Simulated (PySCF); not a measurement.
Species: C₅H₆BNO₂S.
Cartesian coordinates in Å at the PBE0-D3(BJ)/def2-SVP level; atoms count from 1:
```
atom  x, y, z in Å
O1    -3.182   -0.261    0.284
B2    -2.196   -0.124   -0.654
O3    -2.549   -0.019   -1.955
C4    -0.669   -0.055   -0.252
C5    -0.264    0.341    1.031
C6     1.087    0.406    1.353
C7     2.023    0.062    0.375
S8     3.737    0.135    0.757
C9     1.530   -0.326   -0.884
N10    0.246   -0.377   -1.183
H11   -2.845   -0.427    1.169
H12   -3.503   -0.088   -2.064
H13   -1.004    0.623    1.785
H14    1.410    0.723    2.348
H15    4.175   -0.249   -0.461
H16    2.233   -0.602   -1.681
```

Computed, not measured: TDDFT CAM-B3LYP/def2-SVPD, vertical, gas phase, core orbitals frozen in the response (PySCF).

Kohn–Sham orbitals with the atoms that hold most of them (Löwdin shares over 4%, at most four atoms; ? is withheld):

```csv
orbital,ε (eV),atoms
HOMO-3,-10.71,"S8 28%, C7 18%, N10 16%, C4 10%"
HOMO-2,-9.66,"C5 27%, C6 21%, N10 14%, C9 13%"
HOMO-1,-8.79,?
HOMO,-7.98,"S8 42%, C7 15%, C4 12%, C9 9%"
LUMO,-0.29,?
LUMO+1,0.07,"C5 21%, C9 20%, C6 14%, N10 12%"
LUMO+2,0.53,"B2 35%, S8 11%, O1 10%, H11 7%"
```

(1) Which atoms hold the LUMO, and with what shares?

(2) Give the leading atoms of the HOMO-1.

(3) How does S1 compare with the orbital gap of 7.69 eV?

(4) One configuration dominates each of S1, S3 and S7. Which, and how do the shares of the two leading atoms of either orbital change from the occupied to the empty one?

## Answers

(1) C7 (bonded to 2 C and S) 18%; C4 (bonded to B, C and N) 17%; N10 (bonded to 2 C) 17%; C6 (bonded to 2 C and H) 13%. By element: carbon 48% or more, nitrogen 17%.

(2) N10 (bonded to 2 C) 56%; C4 (bonded to B, C and N) 10%; C9 (bonded to C, N and H) 10%; C5 (bonded to 2 C and H) 5%. By element: nitrogen 56%, carbon 26% or more.

(3) S1 is at 4.58 eV (f = 0.0037), 3.11 eV below the gap, made of HOMO-1→LUMO (90%). Its leading pair isn't HOMO and LUMO; the energies of that pair differ by 8.50 eV. Without the coupling terms of the response equations the lowest excitation would equal the gap.

(4) 
- S1 (4.58 eV, f 0.0037), HOMO-1→LUMO (90%): N10 56% → 17%, C4 10% → 17%, C7 at most 6% → 18%
- S3 (4.97 eV, f 0.0004), HOMO-1→LUMO+1 (90%): N10 56% → 12%, C4 10% → at most 12%, C5 5% → 21%, C9 10% → 20%
- S7 (6.40 eV, f 0.109), HOMO-2→LUMO (74%): C5 27% → at most 14%, C6 21% → 13%, C7 at most 13% → 18%, C4 at most 13% → 17%

Löwdin shares depend on the basis, the more so with diffuse functions.

One conformer stands for the species.
